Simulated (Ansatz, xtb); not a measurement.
**Relaxing a trial structure of H2Si2Sn+**

The starting geometry of this gas-phase doublet has its atoms placed at random.

```xyz
5

Si    0.1840    0.9119    1.6494
Si    0.5831    1.6771   -0.9743
Sn   -0.2194   -0.2827   -0.7380
H    -1.0215    0.0690    1.5558
H    -0.7101    1.2279   -0.8602
```

Q: Guess where an optimisation with r2SCAN-D4/def2-SVP ends from this start.

A: It ends as a structure with H5 bridging Si1 and Si2, given below by its coordinates. Distances that change by over a tenth: Si2–Sn3 (2.13 → 2.67 Å), Si2–H5 (1.37 → 1.67 Å). Contacts that open: Sn3–H5 (1.59 → 3.56 Å). Contacts that close: Si1–Si2 (2.76 → 2.30 Å), Si1–H5 (2.68 → 1.65 Å).

The energy falls by 3.76 eV over 29 steps:

| step | E − E(last) (eV) |
| --- | --- |
| 1 | 3.756 |
| 4 | 0.774 |
| 7 | 0.438 |
| 10 | 0.416 |
| 13 | 0.315 |
| 17 | 0.083 |
| 20 | 0.071 |
| 23 | 0.048 |
| 26 | 0.010 |
| 29 | 0.000 |

Final geometry (Å):

```xyz
5

Si   -0.4845    0.4381    0.6655
Si    0.3271    1.6106   -1.1399
Sn    0.4962   -1.0518   -1.2036
H    -1.1346    0.5591    2.0015
H    -0.3882    2.0473    0.3092
```

From the same start GFN2-xTB ends elsewhere, differing in Si1–Sn3 (4.29 against 2.58 Å here), Si1–H5 (3.87 against 1.65 Å here), Si2–H5 (2.86 against 1.67 Å here), Sn3–H5 (1.87 against 3.56 Å here).

From so rough a start the end depends on the optimiser's path, so another program may land elsewhere. No frequencies were run, so the end isn't proven a minimum. Open shells are spin-unrestricted. Atoms past krypton carry core potentials, without spin–orbit terms. Run with Ansatz 0.2.0, 6.5 min on 1 thread of Intel(R) Xeon(R) Processor @ 2.50GHz (Skylake/Cascade Lake), on a shared host.
